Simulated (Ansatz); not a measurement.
C3H5BClF, SMILES `BC(Cl)C(=C)F`. Charge 0, multiplicity 1. All single points use the PBE0-D4/def2-TZVP geometry. It is one conformer, not always the lowest.

```xyz
11

B    -0.137    1.441   -1.178
C    -0.256    0.533    0.090
Cl   -2.003    0.651   -0.566
C     0.205   -0.855    0.161
C     0.642   -1.455    1.258
F     0.224   -1.495   -1.010
H     0.135    0.947   -2.225
H    -0.194    2.622   -1.024
H    -0.273    1.004    1.068
H     0.600   -0.940    2.207
H     1.057   -2.453    1.220
```

Question: What is the dipole moment at B3LYP/def2-TZVPP? (Estimate.)

Answer: The calculation gave: 2.43 D, with components (0.41, -0.25, 2.39) D in this frame, pointing from negative to positive charge.

Question: And with PBE, r2SCAN, ωB97M-V? (An estimate is asked.)

Answer: The calculation gave: PBE 2.34 D, r2SCAN 2.40 D, ωB97M-V 2.40 D.

Question: Give the Mulliken charges with B3LYP, ωB97M-V, r2SCAN in def2-TZVPP. (Best estimate.)

Answer: Computed: 
| atom | B3LYP | ωB97M-V | r2SCAN |
| --- | --- | --- | --- |
| B1 | -0.19 | -0.30 | -0.15 |
| C2 | 0.03 | -0.01 | 0.13 |
| Cl3 | -0.08 | -0.02 | -0.08 |
| C4 | 0.21 | 0.18 | 0.17 |
| C5 | -0.24 | -0.22 | -0.21 |
| F6 | -0.20 | -0.19 | -0.19 |
| H7 | 0.05 | 0.10 | 0.03 |
| H8 | 0.04 | 0.08 | 0.01 |
| H9 | 0.14 | 0.15 | 0.10 |
| H10 | 0.11 | 0.10 | 0.08 |
| H11 | 0.12 | 0.11 | 0.10 |

B3LYP here is the variant with VWN-RPA as its local correlation; programs differ in this.
